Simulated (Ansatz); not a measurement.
Ideal-gas functions of B₂GaH₅Si (`[GaH2][B]1B[SiH2]1`) at 800 K and 1 bar, from an Ansatz frequency run at PBE0-D4/def2-TZVP.

Molar mass 124.47 g/mol, point group C1 (symmetry number 1), electronic degeneracy 1, moments of inertia 54.602, 289.145, 339.774 u Å². Harmonic wavenumbers (cm⁻¹, unscaled): 91, 103, 117, 261, 314, 435, 461, 501, 541, 592, 700, 738, 752, 783, 966, 1354, 1957, 1958, 2207, 2218, 2775.

Use S(trans) = R[1.5 ln M + 2.5 ln T − 1.1517]; rotational temperatures θ = 24.2544 K / I; S(rot) = R[ln(√π/σ · √(T³/θAθBθC)) + 1.5]; for each mode x = 1.438777 ν̃/T, S = R[x/(eˣ − 1) − ln(1 − e⁻ˣ)] and H = RT x/(eˣ − 1); 1 cm⁻¹ = 0.0119627 kJ/mol; R = 8.31446 J/(mol·K).

Problem. By hand: the entropy, in J/(mol·K).

Solution. Translation 189.5. Rotation: θ = 0.4442, 0.0839, 0.0714 K, giving 125.2. Vibration, mode by mode: 23.37, 22.35, 21.29, 14.68, 13.18, 10.56, 10.11, 9.46, 8.86, 8.18, 6.93, 6.55, 6.41, 6.12, 4.69, 2.71, 1.14, 1.14, 0.79, 0.78, 0.34, in all 179.6. Electronic 0.0. Sum 494.3 J/(mol·K).

Problem. By hand: H − E and G − E in kJ/mol, counted from the electronic energy.

Solution. Zero-point energy ½ × 19824 × 0.0119627 = 118.6; thermal vibration 68.1; translation, rotation and pV give 4 RT = 26.6. H − E = 213.3 kJ/mol, and G − E = 213.3 − 800 × 494.3/1000 = -182.1 kJ/mol.

Vibration gives 36 % of the entropy, 67.0 J/(mol·K) of it from the modes under 150 cm⁻¹: soft modes count most, and the harmonic formula is weakest for them. The sum counts one conformer and one mirror image; others add a mixing term.
